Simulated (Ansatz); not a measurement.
`C[CH](N)[GaH2]`. Total charge 0; spin multiplicity 1. Correlated methods include outer-core shells of Ga, which these sets cover unevenly. Scalar relativity is left out up to krypton.

```xyz
12

C     0.1080    1.1111   -1.0647
C    -0.5077    0.0166   -0.2285
N     0.1710   -1.2673   -0.4952
Ga   -0.1467   -0.0463    1.7118
H    -0.4207    2.0545   -0.9121
H     0.0730    0.8605   -2.1309
H     1.1559    1.2794   -0.7960
H    -1.5585   -0.1167   -0.4889
H    -0.2739   -2.0859   -0.1030
H     1.1661   -1.2671   -0.3079
H    -1.0651   -0.9213    2.6433
H     1.2986    0.3825    2.1722
```

(1) Give the diagnostics of a CCSD(T)/def2-TZVPP run (frozen core, the Gaussian-basis code of Ansatz). (Estimate.)

Answers

(1) Computed: T1 = 0.0140, largest single amplitude 0.042, largest double 0.026, (T) share of the correlation energy 3.9 %, 10 CCSD cycles. The RHF solution is stable towards an unrestricted one. T1 lies under the customary mark of 0.02 for closed shells.
